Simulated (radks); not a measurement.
The numbers below are computed, except where a source is named.
Question: Valence configurations of the xenon ion Xe+ (all share [Kr]). Code: a radial shooting solver on a logarithmic mesh with Libxc functionals. Model: scalar-relativistic Kohn-Sham, r2SCAN, spin-polarised, spherical densities, finite nucleus; open shells are filled with parallel spins first (spin-orbit coupling, left out, can overturn this in heavy ions); meta-GGA in the generalised Kohn-Sham scheme; Fermi nuclear charge, rms radius 4.7859 fm. Order these by energy: 4d9.5 5s2 5p5.5; 4d9 5s2 5p6; 4d10 5s1.5 5p5.5; 4d10 5s1 5p6; 4d10 5s2 5p5.

Answer: From the lowest, in eV above it: 4d10 5s2 5p5 0.000; 4d10 5s1.5 5p5.5 6.184; 4d10 5s1 5p6 12.341; 4d9.5 5s2 5p5.5 27.426; 4d9 5s2 5p6 55.952. NIST lists [Kr] 4d10 5s2 5p5 as the ground configuration; this level of theory agrees among the configurations tried. The energies are those of spherical high-spin densities, not of single terms.
